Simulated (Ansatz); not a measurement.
The cluster PbI₂. Total charge 0; quintet. Geometry PBE0-D4/def2-SVP; atoms count from 1.

```xyz
3

Pb   -0.001    0.000   -0.001
I    -2.455   -0.887    2.348
I     2.456    0.888   -2.347
```

In the def2 sets I, Pb take a core potential; there is no spin–orbit coupling. At PBE0-D4/def2-TZVP a singlet of charge 0 lies 5.69 eV below the quintet, each at its own geometry. The structure comes from a short search, and lower isomers may exist.

(1) Estimate the Mulliken populations from the PBE0/def2-TZVP orbitals of Ansatz.

(2) Where does the spin sit?

Answers

(1) 
```json
{"atom": "Pb1", "charge (e)": "-0.15", "spin (α − β)": "1.99"}
{"atom": "I2", "charge (e)": "0.07", "spin (α − β)": "1.01"}
{"atom": "I3", "charge (e)": "0.07", "spin (α − β)": "1.01"}
```
Mulliken values depend strongly on the basis.

(2) Summed by element: Pb 1.99, I 2.01, of 4 unpaired in all. Largest on single atoms: Pb1 1.99, I2 1.01, I3 1.01.
